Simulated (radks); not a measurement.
Problem. These are the eigenvalues of the occupied orbitals of an atom or ion with whole-number occupations (hartree). Method: scalar-relativistic Kohn-Sham, PBEsol, spin-polarised, spherical densities, finite nucleus; Fermi nuclear charge, rms radius of each element as measured or else 0.836 A^(1/3) + 0.57 fm; computed with a radial shooting solver on a logarithmic mesh with Libxc functionals.

| orbital | eigenvalue |
|---|---|
| 1s up | -559.7544 |
| 1s down | -559.7540 |
| 2s up | -81.31694 |
| 2s down | -81.26937 |
| 2p up | -72.97726 |
| 2p down | -72.94138 |
| 3s up | -18.09930 |
| 3s down | -18.03336 |
| 3p up | -15.40668 |
| 3p down | -15.34070 |
| 3d up | -10.96856 |
| 3d down | -10.89704 |

Which element is it, and in what charge state? The configuration may be excited. Open shells, if any, are filled with parallel spins first.

Solution. Z = 37, rubidium, charge +10: Rb10+ in [Ar] 3d9. The list shows which subshells hold electrons but not how many an open one holds; the 1s level, -559.75 hartree, gives Z - s = 33.5 by -(Z - s)^2/2, which with screening and relativity narrows Z to a few neighbours, and the depths of the outer levels then fix element, charge and occupations together.
